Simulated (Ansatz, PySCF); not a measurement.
This Ansatz (a program for electronic structure) input computes a r2SCAN/def2-TZVPD energy:

Ansatz 0.2 input:
```yaml
crystal:
  periodic: [false, false, false]
  atoms:
    - {symbol: O, position_ang: [-1.26086241, -0.78307349, -0.05683635]}
    - {symbol: B, position_ang: [-0.17650904, -0.10962302, -0.00795656]}
    - {symbol: O, position_ang: [-0.11286221, 1.35319323, 0.00031994]}
    - {symbol: O, position_ang: [1.16142137, -0.70197318, 0.04694635]}
    - {symbol: H, position_ang: [0.74460991, 1.66252637, 0.30457658]}
    - {symbol: H, position_ang: [1.83636129, -0.05958372, -0.18823320]}
basis:
  gaussian:
    orbitals: def2-TZVPD
hamiltonian:
  xc: {name: r2SCAN}
total_charge: -1
output: {forces: true}
```

Write an input for the same energy in PySCF and say what it gives.


```python
from pyscf import gto, scf, dft

mol = gto.M(
    atom='''
    O    -1.26086241   -0.78307349   -0.05683635
    B    -0.17650904   -0.10962302   -0.00795656
    O    -0.11286221    1.35319323    0.00031994
    O     1.16142137   -0.70197318    0.04694635
    H     0.74460991    1.66252637    0.30457658
    H     1.83636129   -0.05958372   -0.18823320
    ''',
    basis='def2-tzvpd',
    charge=-1,
    spin=0,
    verbose=4,
)

mf = dft.RKS(mol, xc='r2scan').density_fit(auxbasis='def2-universal-jkfit')
mf.grids.level = 4
mf.conv_tol = 1e-9
mf.max_cycle = 100
mf.max_memory = 1500
mf.kernel()
if not mf.converged:
    mf = mf.newton()
    mf.kernel(mf.make_rdm1())
mf.analyze()
```
It gives -251.88304 Eh, and Ansatz -251.88297 Eh, a difference of 0.07 mEh, from the treatment of integrals and grids.

It need not be the lowest isomer of its formula. Whether it binds its extra electron was not tested at this geometry.
